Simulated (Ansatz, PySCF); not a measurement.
Complex: CH4O (SMILES CO) (first 6 atoms) with CH6Si (SMILES C[SiH3]); geometry from B3LYP-D3(BJ)/def2-TZVP.
(charge 0, multiplicity 1):
| atom | x (Å) | y (Å) | z (Å) |
|---|---|---|---|
| C | 0.3369 | -0.2705 | -0.2764 |
| O | 0.5299 | 0.7842 | 0.6579 |
| H | -0.2144 | -1.1086 | 0.1618 |
| H | 1.3268 | -0.6210 | -0.5648 |
| H | -0.1859 | 0.0709 | -1.1759 |
| H | -0.3309 | 1.1081 | 0.9428 |
| C | 1.3122 | 0.3526 | 3.9911 |
| Si | -0.4075 | -0.2995 | 3.6488 |
| H | 1.7805 | 0.6588 | 3.0553 |
| H | 1.9320 | -0.4151 | 4.4582 |
| H | 1.2776 | 1.2126 | 4.6625 |
| H | -1.2608 | 0.7430 | 3.0184 |
| H | -1.0814 | -0.7126 | 4.9058 |
| H | -0.3761 | -1.4728 | 2.7430 |

Counterpoise-corrected where a basis set is named; no monomer relaxation. Rows marked so take none.

Rows in 6-311+G**, 6-31G* carry no dispersion term and start afresh at each structure (6-31G* with six Cartesian d functions).

Run with Ansatz (a quantum-chemistry and plane-wave program); PySCF for 6-311+G** rows, 6-31G* rows. Values without a source in brackets are computed.

One of these levels gives -2.45 kcal/mol for the interaction energy. Which one is it?
A) B3LYP/6-311+G** (no counterpoise)
B) BP86/6-31G* (no counterpoise)
C) revPBE/def2-TZVPPD
D) CAM-B3LYP/def2-TZVPPD

B, BP86/6-31G* (no counterpoise). The others give 0.37 (revPBE/def2-TZVPPD), -0.85 (B3LYP/6-311+G** (no counterpoise)), -1.45 (CAM-B3LYP/def2-TZVPPD)
